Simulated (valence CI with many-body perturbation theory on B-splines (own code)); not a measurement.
Mo II in three bases

Calculated by valence CI with perturbative core correlation (CI+MBPT): five valence electrons over a frozen Dirac-Fock core [Kr], a basis of 7 s, 7 p, 8 d, 6 f, 4 g, 1 h functions for each j, with the one-electron correlation potential Σ1, the two-electron term Σ2, the three-electron term Σ3, Breit, model QED; selected CI, second order for the rest, scaled by the run's own slope (own B-spline code, finite nucleus).

Against 9 measured levels this calculation errs by 438 cm⁻¹ on average and by 760 at most. These come from a selection out of the NIST Handbook of Basic Atomic Spectroscopic Data. Levels without a partner in it may be off by more, other configurations by 1,000 to 4,000 cm⁻¹. Among the levels kept, up to 2700 cm⁻¹ of a level comes from second order outside the variational space, and about a tenth of that is noise between levels of different J, which matters for small intervals. Only levels of the ground parity were solved; by the run's estimate the other parity begins above the list, which can be wrong where configurations are misplaced.

The reference run has the lowest level 4d5 6S_5/2 and an ionisation energy of 15.7537 eV. Its largest variational space holds 20088 state functions.

Names give the largest LS component (configuration and term), which can be under half, so a name can repeat, a term be missing and a line seem to break the LS rules; names also repeat where a configuration has a term twice. Letters in brackets count levels of one name in rising energy.

Changed runs:
A. basis 6 s, 6 p, 5 d, 5 f, 1 g
B. basis 5 s, 5 p, 4 d, 4 f

Excitation energies of the reference run in cm⁻¹, and shifts in cm⁻¹:

| Level | Reference | A | B |
| --- | --- | --- | --- |
| 4d4 5s 6D_1/2 | 11024 | -424 | -335 |
| 4d4 5s 6D_3/2 | 11324 | -479 | -397 |
| 4d4 5s 6D_5/2 | 11780 | -554 | -483 |
| 4d4 5s 6D_7/2 | 12196 | -499 | -425 |
| 4d4 5s 6D_9/2 | 12726 | -484 | -399 |
| 4d5 4G_5/2 | 15305 | +175 | +1156 |
| 4d5 4G_7/2 | 15434 | +168 | +1153 |
| 4d5 4G_9/2 | 15524 | +176 | +1166 |
| 4d5 4G_11/2 | 15541 | +189 | +1188 |
| 4d5 4P_3/2 [a] | 15920 | +64 | +670 |
| 4d5 4P_5/2 [a] | 15986 | +71 | +706 |
| 4d5 4P_1/2 [a] | 16066 | +70 | +648 |
| Ionisation energy (eV) | 15.7537 | -0.0734 | -0.0844 |
